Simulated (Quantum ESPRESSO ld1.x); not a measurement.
The numbers below are computed, except where a source is named.
The selenium ion Se5+, configuration [Ar] 3d10 4s1 (the NIST ground configuration). Level of theory: Dirac Kohn-Sham, PBE, spin-unpolarised, spherical densities, point nucleus (ld1.x of Quantum ESPRESSO 7.5).

Normalised radial functions P(r) = r R(r) (large component), r in bohr:

r          3d5/2
0.003233  0.0000
0.004785  0.0001
0.007081  0.0002
0.01048   0.0006
0.01551   0.0019
0.02295   0.0058
0.03397   0.0165
0.05027   0.0450
0.0744    0.1142
0.1101    0.2622
0.1629    0.5263
0.2411    0.8856
0.3569    1.1943
0.5282    1.2309
0.7816    0.9312
1.157     0.4891
1.712     0.1560
2.534     0.0235
3.75      0.0011
5.549     0.0000

3d5/2: eigenvalue -121.27 eV, 0 radial nodes, <r> = 0.621 bohr, 90 % of the charge inside 1.02 bohr.
